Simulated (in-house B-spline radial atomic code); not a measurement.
## Ionising Tb with different functionals

Computed with an all-electron radial atomic-structure program (B-spline basis): scalar-relativistic (spin-free X2C) Hamiltonian, Fermi nucleus of rms radius 5.06 fm, spin-polarised at highest spin, spherical fractional occupations for the functionals, the average over the highest-spin determinants for Hartree-Fock. The ionisation energy is the difference of two self-consistent energies, [Xe] 4f9 6s2 → [Xe] 4f9 6s1, without Breit or QED terms; ε is the level of the shell that loses the electron (its least bound occupied spin orbital). There is no spin-orbit coupling in this Hamiltonian.

Hybrids are left out here: with spherical fractional occupations of an open shell their exact exchange keeps a self-interaction that integer-occupation calculations don't have.

| method | rung | ΔSCF (eV) | -ε(6s) (eV) |
| --- | --- | --- | --- |
| Hartree-Fock | Hartree-Fock | 4.79 | 4.97 |
| LDA VWN5 | LDA | 6.07 | 3.76 |
| LDA PW92 | LDA | 6.07 | 3.77 |
| PBE | GGA | 5.86 | 3.63 |
| PBEsol | GGA | 5.83 | 3.64 |
| BLYP | GGA | 5.89 | 3.51 |
| RPBE | GGA | 5.81 | 3.57 |
| PW91 | GGA | 5.89 | 3.66 |
| BP86 | GGA | 6.00 | 3.77 |
| AM05 | GGA | 5.77 | 3.58 |
| OLYP | GGA | 5.65 | 3.32 |
| TPSS | meta-GGA | ? | ? |
| SCAN | meta-GGA | 5.58 | 3.67 |
| r2SCAN | meta-GGA | ? | ? |
| revTPSS | meta-GGA | 5.72 | 3.64 |

What does TPSS give?

ΔSCF 5.70 eV, and -ε(6s) = 3.60 eV.

What does r2SCAN give?

ΔSCF 5.59 eV, and -ε(6s) = 3.68 eV.

How do they compare with the NIST value?

NIST lists 5.864 eV (measured, ground level to ground level). Errors run from -1.07 to +0.21 eV; PBE is closest (-0.01 eV), but part of that can be cancellation, since the calculations leave out spin-orbit coupling, Breit-QED terms, multiplet and fine-structure energies. Hartree-Fock also lacks correlation.
